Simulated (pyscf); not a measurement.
`[O]=[W](=[O])([F])[Cl]`, singlet

Gas-phase minimum from PySCF at ωB97X-D3(BJ)/def2-SVP, one conformer. 

SMILES: [F][W]([Cl])(=[O])=[O]
```xyz
5

O      1.0732     1.0811    -0.5908
W      0.6572    -0.3195     0.2521
O      0.9015     0.0284     1.8844
F     -1.1400    -0.7025    -0.0375
Cl     2.0814    -1.9758    -0.3516
```

Bond lengths (Å): O1–W2 1.687, W2–O3 1.687, W2–F4 1.860, W2–Cl5 2.266. Angles (°): O1–W2–O3 106.1, O1–W2–F4 109.4, O1–W2–Cl5 108.6, O3–W2–F4 109.5, O3–W2–Cl5 108.5, F4–W2–Cl5 114.5.

Properties at ωB97X-D3(BJ)/def2-SVP:

```yaml
harmonic_wavenumbers_unscaled: 146, 182, 246, 246, 365, 443, 724, 1055, 1099 cm⁻¹
zero_point_energy: 6.4 kcal/mol
rotational_symmetry_number: 1
Entropy of this conformer at 298 K and 1 atm, rigid rotor and harmonic oscillator, modes under 100 cm⁻¹ raised to 100: 339.3 J/(mol K)
dipole_moment: 1.65 D
```

Single-point totals, which compare only within one level:

```tsv
level	total energy (hartree)
ωB97X-D3(BJ)/def2-TZVP	-777.98646
PBE/def2-TZVP	-777.57438
r²SCAN/def2-TZVP	-777.85327
B3LYP-D3(BJ)/def2-TZVP	-777.98457
PBE0-D3(BJ)/def2-TZVP	-777.52546
M06-2X/def2-TZVP	-777.69830
ωB97M-D3(BJ)/def2-TZVP	-777.98459
```

Elements past Kr carry the def2 core potentials, without spin-orbit coupling.
